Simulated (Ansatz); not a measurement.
Mulliken charges of `B[SiH2][InH2]` from B3LYP/def2-TZVPP in Ansatz (PBE0-D4/def2-TZVP geometry).

```json
{"atom": "B1", "x (Å)": "-0.725", "y (Å)": "0.264", "z (Å)": "-1.094", "charge (e)": "-0.186"}
{"atom": "Si2", "x (Å)": "0.800", "y (Å)": "1.137", "z (Å)": "-0.412", "charge (e)": "0.035"}
{"atom": "In3", "x (Å)": "-0.113", "y (Å)": "-1.027", "z (Å)": "0.994", "charge (e)": "0.420"}
{"atom": "H4", "x (Å)": "-0.603", "y (Å)": "-0.637", "z (Å)": "-1.877", "charge (e)": "0.049"}
{"atom": "H5", "x (Å)": "-1.820", "y (Å)": "0.607", "z (Å)": "-0.744", "charge (e)": "0.048"}
{"atom": "H6", "x (Å)": "0.773", "y (Å)": "2.205", "z (Å)": "0.622", "charge (e)": "-0.053"}
{"atom": "H7", "x (Å)": "2.204", "y (Å)": "0.744", "z (Å)": "-0.705", "charge (e)": "-0.053"}
{"atom": "H8", "x (Å)": "-1.384", "y (Å)": "-2.176", "z (Å)": "0.855", "charge (e)": "-0.123"}
{"atom": "H9", "x (Å)": "0.958", "y (Å)": "-1.163", "z (Å)": "2.344", "charge (e)": "-0.136"}
```

Question: By hand: the dipole of these point charges (1 e Å = 4.8032 D).

Answer: Σ q r = (-0.119, -0.173, 0.059) e Å, of length 0.218 e Å = 1.05 D.

Question: How does the dipole of the full density compare? (Best estimate.)

Answer: Ansatz gave: (0.177, 0.070, 0.113) e Å, 1.06 D; the point charges give 0.99 times that, at 123° from its direction, so they point the opposite way.

Point charges leave out the atoms' own dipoles, such as those of lone pairs, and Mulliken's split depends on the basis, so the two needn't agree.

B3LYP here is the variant with VWN-RPA as its local correlation; programs differ in this.
